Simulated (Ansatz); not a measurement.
FH$_{6}$PSi$_{2}$ (`F[SiH]([SiH3])P`). Charge 0, multiplicity 1.

Z-matrix (Å, degrees):
```
Si
Si 1 2.341
P 1 2.251 2 113.7
F 1 1.609 2 108.9 3 120.5
H 1 1.488 2 111.7 3 -120.9
H 2 1.487 1 112.3 3 -178.5
H 2 1.487 1 109.4 3 -56.9
H 2 1.488 1 107.9 3 61.3
H 3 1.423 1 90.8 2 -63.0
H 3 1.421 1 94.7 2 30.5
```

Problem. List the harmonic frequencies (cm⁻¹, unscaled) at PBE0-D4/def2-TZVP in Ansatz. (Best estimate.)

Solution. The calculation gave: 101, 104, 122, 179, 200, 382, 456, 481, 525, 628, 671, 790, 813, 862, 888, 932, 937, 1086, 2207, 2216, 2227, 2230, 2397, 2410.

Problem. Is this a minimum?

Solution. Yes, all 24 modes are real.

Problem. Give the ideal-gas thermochemistry at 298.15 K and 1 bar (rigid rotor, harmonic oscillator; point group C1, symmetry number 1).

Solution. Zero-point energy 142.6 kJ/mol; H(298) − E = 165.7 kJ/mol; entropy 364.3 J/(mol·K), of which translation 167.7, rotation 116.0, vibration 80.6; G(298) − E = 57.1 kJ/mol.

Problem. Rotational constants (cm⁻¹)?

Solution. 0.134, 0.06557, 0.04832.
